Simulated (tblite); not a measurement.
Species: C7H4FS (doublet state).
Geometry (GFN2-xTB, Å), atoms numbered from 1 in this order:
```xyz
13
C7H4FS angstrom
C      4.045   -0.313   -0.124
C      2.858   -0.262    0.077
C      1.521   -0.207    0.300
C      0.329   -0.193    0.501
C     -1.099   -0.068    0.682
F     -1.482   -0.741    1.848
C     -1.575    1.339    0.602
S     -2.396    1.211   -0.904
C     -1.928   -0.523   -0.537
H      5.078   -0.354   -0.296
H     -1.200    2.228    1.062
H     -1.366   -0.993   -1.340
H     -2.790   -1.123   -0.258
```

Calculated harmonic vibrations of the isolated species, GFN2-xTB (tblite), most abundant isotopes, no scaling. Errors from tens to a few hundred cm⁻¹ against measured bands are possible. One conformer, not necessarily the lowest. Open shells enter through the occupations alone, without spin polarisation, and single modes of such species can be off by tens of per cent.

Harmonic wavenumbers (cm⁻¹): 46.7, 81.7, 118.6, 178.0, 186.6, 319.6, 350.7, 372.5, 381.7, 392.9, 426.8, 471.0, 512.1, 636.5, 644.3, 690.2, 760.6, 818.6, 884.3, 908.1, 992.3, 1041.1, 1078.5, 1149.5, 1166.0, 1256.3, 1411.2, 2212.2, 2320.9, 3022.5, 3027.3, 3174.5, 3404.5.

A = 2860, B = 708.7, C = 624.0 MHz; mass 139.002 u (most abundant isotopes); point group C1, symmetry number 1; spin multiplicity 2.

Problem. What is the zero-point energy?

Solution. ½Σν̃ = 17219 cm⁻¹ = 49.23 kcal/mol.

Problem. Give the ideal-gas entropy at 500 K and 1 bar in the rigid-rotor, harmonic-oscillator model (classical rotation).

Solution. Translation 43.29, rotation 31.46, vibration 44.13, spin (R ln 2) 1.38: S = 120.3 cal/(mol K).

Problem. And Cp and H(500 K) − H(0)?

Solution. Cp = 47.73 cal/(mol K), of which vibrations give 39.78 (their classical limit is 33 R = 65.6); H(500 K) − H(0) = 15.21 kcal/mol without the zero-point energy, 11.24 from vibrations.

Problem. Which modes carry the vibrational entropy at 500 K?

Solution. 46.7 cm⁻¹: 5.98; 81.7 cm⁻¹: 4.87; 118.6 cm⁻¹: 4.13; 178.0 cm⁻¹: 3.34; 186.6 cm⁻¹: 3.25; 319.6 cm⁻¹: 2.22 cal/(mol K); the other 27 give 20.34 together.

Problem. How do the functions run with temperature in this model?

Solution. 
| T (K) | S (cal/(mol K)) | Cp (cal/(mol K)) | H − H(0) (kcal/mol) | G − H(0) (kcal/mol) | ln q(vib) |
| --- | --- | --- | --- | --- | --- |
| 50 | 60.5 | 12.4 | 0.49 | -2.54 | 0.45 |
| 100 | 70.6 | 17.4 | 1.23 | -5.83 | 1.47 |
| 298.15 | 98.6 | 36.1 | 6.64 | -22.75 | 6.15 |
| 373.15 | 107.2 | 41.2 | 9.54 | -30.47 | 7.95 |
| 750 | 141.3 | 55.7 | 28.23 | -77.72 | 16.21 |
| 1000 | 158.0 | 60.5 | 42.80 | -115.20 | 20.89 |

q(vib) and H(0) count from the zero-point level.

Problem. What must be added to the electronic energy to get the Gibbs energy at 500 K and 1 bar?

Solution. ZPE + [H(500 K) − H(0)] − T·S = 49.23 + 15.21 − 60.13 = 4.31 kcal/mol.

Problem. Blend soft modes into free rotors: weight 1/[1 + (100 cm⁻¹/ν̃)⁴] for the oscillator and the rest for a rotor with moment μB/(μ + B), μ = h/(8π²ν), B = 10⁻⁴⁴ kg m². What vibrational entropy results?

Solution. 41.07 cal/(mol K) in place of 44.13, which changes −T·S at 500 K by +1.53 kcal/mol.

Hindered rotation and anharmonicity are outside this model. Other conformers, if any are populated, would add a mixing term that is left out. The structure is chiral; the term R ln 2 for an equal mix with its mirror image is left out.
